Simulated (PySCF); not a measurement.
Isomers of C4H11NO2Si.

All values: PBE0/pcSseg-1 (PySCF) at GFN2-xTB geometries, gas phase, one conformer each.

**Question.** Rank by the lowest IAO charge on any atom, lowest value first.
A. `[CH3:1][C@@H:2]([OH:3])/[C:4]([CH2:5][OH:6])=[N:7]/[SiH3:8]` with C1–C2–O3–H 94°, C1–C2–C4–C5 71°, C2–C4–C5–O6 -108°, C4–C5–O6–H -56°
B. `[CH3:1][N:2]([CH3:3])[C:4](=[O:5])[CH2:6][O:7][SiH3:8]` with C1–N2–C4–O5 4°, N2–C4–C6–O7 53°, C4–C6–O7–Si8 167°
C. `[CH3:1][C:2](=[O:3])[O:4][SiH2:5][N:6]([CH3:7])[CH3:8]` with C1–C2–O4–Si5 -178°, C2–O4–Si5–N6 174°, O4–Si5–N6–C7 -175°
D. `[CH2:1]=[CH:2][CH2:3][Si@@:4]([NH2:5])([OH:6])[O:7][CH3:8]` with C1–C2–C3–Si4 -104°, C2–C3–Si4–N5 -62°, C3–Si4–N5–H -51° and 176°, C3–Si4–O6–H -55°, C3–Si4–O7–C8 -78°

**Answer.** D (-0.861 e), B (-0.642 e), C (-0.588 e), A (-0.561 e).

**Question.** Rank by the highest Hirshfeld charge on any atom, lowest value first.
A. `[CH3:1][N:2]([CH3:3])[C:4](=[O:5])[CH2:6][O:7][SiH3:8]` with C1–N2–C4–O5 4°, N2–C4–C6–O7 53°, C4–C6–O7–Si8 167°
B. `[CH2:1]=[C:2]([CH3:3])[Si@@:4]([NH2:5])([OH:6])[O:7][CH3:8]` with C1–C2–Si4–N5 21°, C2–Si4–N5–H -71° and 64°, C2–Si4–O6–H 162°, C2–Si4–O7–C8 65°
C. `[CH3:1][C:2](=[O:3])[O:4][SiH2:5][N:6]([CH3:7])[CH3:8]` with C1–C2–O4–Si5 -178°, C2–O4–Si5–N6 174°, O4–Si5–N6–C7 -175°
D. `[CH3:1][C@@H:2]([OH:3])/[C:4]([CH2:5][OH:6])=[N:7]/[SiH3:8]` with C1–C2–O3–H 94°, C1–C2–C4–C5 71°, C2–C4–C5–O6 -108°, C4–C5–O6–H -56°
E. `[CH2:1]=[CH:2][CH2:3][O:4][Si@@:5]([CH3:6])([NH2:7])[OH:8]` with C1–C2–C3–O4 0°, C2–C3–O4–Si5 -171°, C3–O4–Si5–C6 -63°, O4–Si5–N7–H -55° and 169°, O4–Si5–O8–H -45°
F. `[H]/[N:8]=[CH:7]/[C@H:5]([O:4][SiH2:3][O:2][CH3:1])[CH3:6]` with C1–O2–Si3–O4 -177°, O2–Si3–O4–C5 -177°, Si3–O4–C5–C6 -168°, O4–C5–C7–N8 -145°

**Answer.** D (+0.343 e), A (+0.389 e), C (+0.415 e), F (+0.435 e), B (+0.493 e), E (+0.505 e).

**Question.** Rank by HOMO–LUMO gap, highest first.
A. `[CH3:1][C:2](=[O:3])[O:4][SiH2:5][N:6]([CH3:7])[CH3:8]` with C1–C2–O4–Si5 -178°, C2–O4–Si5–N6 174°, O4–Si5–N6–C7 -175°
B. `[CH3:1][N:2]([CH3:3])[C:4](=[O:5])[CH2:6][O:7][SiH3:8]` with C1–N2–C4–O5 4°, N2–C4–C6–O7 53°, C4–C6–O7–Si8 167°
C. `[H]/[N:8]=[CH:7]/[C@H:5]([O:4][SiH2:3][O:2][CH3:1])[CH3:6]` with C1–O2–Si3–O4 -177°, O2–Si3–O4–C5 -177°, Si3–O4–C5–C6 -168°, O4–C5–C7–N8 -145°
D. `[CH3:1][C@@H:2]([OH:3])/[C:4]([CH2:5][OH:6])=[N:7]/[SiH3:8]` with C1–C2–O3–H 94°, C1–C2–C4–C5 71°, C2–C4–C5–O6 -108°, C4–C5–O6–H -56°
E. `[CH2:1]=[CH:2][CH2:3][O:4][Si@@:5]([CH3:6])([NH2:7])[OH:8]` with C1–C2–C3–O4 0°, C2–C3–O4–Si5 -171°, C3–O4–Si5–C6 -63°, O4–Si5–N7–H -55° and 169°, O4–Si5–O8–H -45°
F. `[CH2:1]=[C:2]([CH3:3])[Si@@:4]([NH2:5])([OH:6])[O:7][CH3:8]` with C1–C2–Si4–N5 21°, C2–Si4–N5–H -71° and 64°, C2–Si4–O6–H 162°, C2–Si4–O7–C8 65°

**Answer.** E (7.84 eV), F (7.36 eV), C (7.17 eV), B (6.96 eV), A (6.73 eV), D (6.19 eV).

All values together:

```json
{"SMILES": "CN(C)C(=O)CO[SiH3]", "μ (D)": "3.41", "HOMO (eV)": "-6.94", "LUMO (eV)": "0.02", "lowest IAO charge (e)": "-0.642 (O)", "highest IAO charge (e)": "+0.874 (Si)", "lowest Hirshfeld charge (e)": "-0.293 (O)", "highest Hirshfeld charge (e)": "+0.389 (Si)"}
{"SMILES": "CC(=O)O[SiH2]N(C)C", "μ (D)": "2.71", "HOMO (eV)": "-6.46", "LUMO (eV)": "0.27", "lowest IAO charge (e)": "-0.588 (O)", "highest IAO charge (e)": "+1.101 (Si)", "lowest Hirshfeld charge (e)": "-0.256 (O)", "highest Hirshfeld charge (e)": "+0.415 (Si)"}
{"SMILES": "C=CC[Si@@](N)(O)OC", "μ (D)": "0.31", "HOMO (eV)": "-6.97", "LUMO (eV)": "0.46", "lowest IAO charge (e)": "-0.861 (N)", "highest IAO charge (e)": "+1.514 (Si)", "lowest Hirshfeld charge (e)": "-0.327 (N)", "highest Hirshfeld charge (e)": "+0.501 (Si)"}
{"SMILES": "C=CCO[Si@@](C)(N)O", "μ (D)": "2.16", "HOMO (eV)": "-7.31", "LUMO (eV)": "0.53", "lowest IAO charge (e)": "-0.871 (N)", "highest IAO charge (e)": "+1.521 (Si)", "lowest Hirshfeld charge (e)": "-0.334 (N)", "highest Hirshfeld charge (e)": "+0.505 (Si)"}
{"SMILES": "C=C(C)[Si@@](N)(O)OC", "μ (D)": "1.84", "HOMO (eV)": "-7.29", "LUMO (eV)": "0.08", "lowest IAO charge (e)": "-0.865 (N)", "highest IAO charge (e)": "+1.499 (Si)", "lowest Hirshfeld charge (e)": "-0.328 (N)", "highest Hirshfeld charge (e)": "+0.493 (Si)"}
{"SMILES": "C[C@@H](O)/C(CO)=N/[SiH3]", "μ (D)": "1.90", "HOMO (eV)": "-7.23", "LUMO (eV)": "-1.04", "lowest IAO charge (e)": "-0.561 (N)", "highest IAO charge (e)": "+0.721 (Si)", "lowest Hirshfeld charge (e)": "-0.236 (O)", "highest Hirshfeld charge (e)": "+0.343 (Si)"}
{"SMILES": "[H]/N=C/[C@@H](C)O[SiH2]OC", "μ (D)": "1.51", "HOMO (eV)": "-7.46", "LUMO (eV)": "-0.29", "lowest IAO charge (e)": "-0.639 (O)", "highest IAO charge (e)": "+1.228 (Si)", "lowest Hirshfeld charge (e)": "-0.226 (O/N)", "highest Hirshfeld charge (e)": "+0.435 (Si)"}
```

Conformers: `[CH3:1][N:2]([CH3:3])[C:4](=[O:5])[CH2:6][O:7][SiH3:8]` with C1–N2–C4–O5 4°, N2–C4–C6–O7 53°, C4–C6–O7–Si8 167°; `[CH3:1][C:2](=[O:3])[O:4][SiH2:5][N:6]([CH3:7])[CH3:8]` with C1–C2–O4–Si5 -178°, C2–O4–Si5–N6 174°, O4–Si5–N6–C7 -175°; `[CH2:1]=[CH:2][CH2:3][Si@@:4]([NH2:5])([OH:6])[O:7][CH3:8]` with C1–C2–C3–Si4 -104°, C2–C3–Si4–N5 -62°, C3–Si4–N5–H -51° and 176°, C3–Si4–O6–H -55°, C3–Si4–O7–C8 -78°; `[CH2:1]=[CH:2][CH2:3][O:4][Si@@:5]([CH3:6])([NH2:7])[OH:8]` with C1–C2–C3–O4 0°, C2–C3–O4–Si5 -171°, C3–O4–Si5–C6 -63°, O4–Si5–N7–H -55° and 169°, O4–Si5–O8–H -45°; `[CH2:1]=[C:2]([CH3:3])[Si@@:4]([NH2:5])([OH:6])[O:7][CH3:8]` with C1–C2–Si4–N5 21°, C2–Si4–N5–H -71° and 64°, C2–Si4–O6–H 162°, C2–Si4–O7–C8 65°; `[CH3:1][C@@H:2]([OH:3])/[C:4]([CH2:5][OH:6])=[N:7]/[SiH3:8]` with C1–C2–O3–H 94°, C1–C2–C4–C5 71°, C2–C4–C5–O6 -108°, C4–C5–O6–H -56°; `[H]/[N:8]=[CH:7]/[C@H:5]([O:4][SiH2:3][O:2][CH3:1])[CH3:6]` with C1–O2–Si3–O4 -177°, O2–Si3–O4–C5 -177°, Si3–O4–C5–C6 -168°, O4–C5–C7–N8 -145°.
